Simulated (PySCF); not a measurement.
F3V, neutral, multiplicity 3. Atoms are numbered in the order given.

```xyz
4

V      0.0000     0.0000     0.0514
F      0.0000     0.0000     1.7774
F      0.0000     1.4232    -0.9544
F      0.0000    -1.4232    -0.9544
```
Charge 0, spin multiplicity 3.

Geometry: PBE-D3(BJ)/def2-SVP. The multiplicity is an assumed one; other spin states were not compared.

Method: CAM-B3LYP/def2-TZVPD run with PySCF.

Mulliken values depend strongly on the basis, most of all with diffuse functions as here. ESP charges are fitted to the potential on shells at 1.4 to 2.0 van der Waals radii. Atomic charges (e):

```tsv
atom	meta-Löwdin	ESP fit	Mulliken	Mulliken spin
V1	___	1.11	1.92	1.99
F2	___	-0.35	-0.64	-0.01
F3	___	-0.38	-0.64	0.01
F4	___	-0.38	-0.64	0.01
```

Problem. Fill in the missing entries. (An estimate is asked for; the answer gives what the named calculation found.)

Solution. 
- V1, meta-Löwdin: 1.57
- F2, meta-Löwdin: -0.51
- F3, meta-Löwdin: -0.53
- F4, meta-Löwdin: -0.53
